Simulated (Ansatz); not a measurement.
```csv
atom,x (Å),y (Å),z (Å)
N,0.0436,-0.0227,-1.2037
N,-0.0394,0.0049,-0.0379
O,-0.0400,0.0017,1.0748
```

Basis set: def2-TZVP (spherical functions). Correlated methods keep 3 orbitals frozen. Charge 0, multiplicity 1.

Computed with Ansatz (development build ahead of 0.2.0); each method stands on the lowest determinant of its kind that the runs found. Restricted open shells among the atoms or ions are ROHF, correlated in semicanonical orbitals with singles.

Problem. Give the atomization energy at this shape (free ground-state atoms in the same class of orbitals less the molecule, no zero-point energy) of singlet N₂O by RHF-MP2, RHF.

Solution.

```
 method  atomization energy
RHF-MP2     274.94 kcal/mol
    RHF      84.28 kcal/mol
```

Caution: the shape is not the minimum.
